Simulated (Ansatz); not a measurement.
Basis sets compared for Na₈H₇⁺ (the lowest singlet isomer of a short search). Charge 1, multiplicity 1. Geometry PBE0-D4/def2-SVP. Ansatz on 4 threads of Arm Neoverse V2 on a shared host; times are rough, and most runs start from earlier orbitals.

```xyz
15

Na   -3.392    0.273    3.321
Na    3.385   -0.279   -3.328
Na   -0.050   -1.774    1.611
Na    1.648   -0.899   -0.938
Na   -3.306    3.382    0.504
Na    3.297   -3.389   -0.509
Na   -1.641    0.904    0.944
Na    0.053    1.776   -1.609
H     3.463   -1.898   -1.985
H     0.007    0.007    0.004
H    -1.666    2.649   -0.567
H    -1.761   -0.772    2.531
H    -3.467    1.895    1.984
H     1.666   -2.649    0.570
H     1.764    0.773   -2.533
```

The structure comes from a short search, and lower isomers may exist.

```tsv
level	functions	energy (Eh)	HOMO (eV)	LUMO (eV)	wall time
PBE-D4/def2-SVP	155	-1301.0185	-6.95	-3.44	3.8 s
PBE0-D4/def2-SVP	155	-1301.1554	-7.99	-2.82	4.9 s
```

Estimate the rows for PBE-D4/def2-TZVP (with forces), PBE0-D4/def2-TZVP.


```
                         level  functions  energy (Eh)  HOMO (eV)  LUMO (eV)  wall time
PBE-D4/def2-TZVP (with forces)        298   -1301.5071      -7.02      -3.50        8 s
             PBE0-D4/def2-TZVP        298   -1301.6364      -8.05      -2.87       14 s
```
